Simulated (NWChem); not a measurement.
C₄H₃F; SMILES C#C/C=C\F

Computed with NWChem. Coordinates come from a PBE0/def2-SVP optimisation. Ions are spin-unrestricted doublets at the neutral geometry; other ion states weren't tried.

### Question
Predict the results for PBE/def2-SVP. Quantities: vertical ionisation energy, ΔSCF (eV); −ε(HOMO) (eV).

### Answer
| Property | Result |
|---|---|
| vertical ionisation energy, ΔSCF (eV) | 9.09 |
| −ε(HOMO) (eV) | 5.82 |
